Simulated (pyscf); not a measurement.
O=W(OH)(F)(F)–F (SMILES [O]=[W]([OH])([F])([F])[F]), singlet

Gas-phase minimum from PySCF at ωB97X-D3(BJ)/def2-SVP, one conformer. 

```
W
O 1 1.6696
O 1 1.8586 2 103.60
H 3 0.9629 1 139.18 2 176.19
F 1 1.8647 2 105.74 3 179.71
F 1 1.8679 2 105.43 3 -92.59
F 1 1.8691 2 105.55 3 92.23
```
Charge 0, spin multiplicity 1.

Properties at ωB97X-D3(BJ)/def2-SVP:

```yaml
harmonic_wavenumbers_unscaled: 97, 135, 232, 261, 294, 312, 336, 404, 432, 659, 706, 724, 789, 1119, 3947 cm⁻¹
zero_point_energy: 14.9 kcal/mol
rotational_symmetry_number: 1
Entropy of this conformer at 298 K and 1 atm, rigid rotor and harmonic oscillator, modes under 100 cm⁻¹ raised to 100: 364.1 J/(mol K)
dipole_moment: 3.36 D
```

Single-point totals, which compare only within one level:

```json
[
 {"level": "ωB97X-D3(BJ)/def2-TZVP", "total energy (hartree)": "-518.19120"},
 {"level": "PBE/def2-TZVP", "total energy (hartree)": "-517.76993"},
 {"level": "r²SCAN/def2-TZVP", "total energy (hartree)": "-518.00492"},
 {"level": "B3LYP-D3(BJ)/def2-TZVP", "total energy (hartree)": "-518.17137"},
 {"level": "PBE0-D3(BJ)/def2-TZVP", "total energy (hartree)": "-517.68429"},
 {"level": "M06-2X/def2-TZVP", "total energy (hartree)": "-517.84185"},
 {"level": "ωB97M-D3(BJ)/def2-TZVP", "total energy (hartree)": "-518.16556"}
]
```

Soft torsions are taken as harmonic, which can shift the entropy by several J/(mol K). Elements past Kr carry the def2 core potentials, without spin-orbit coupling.
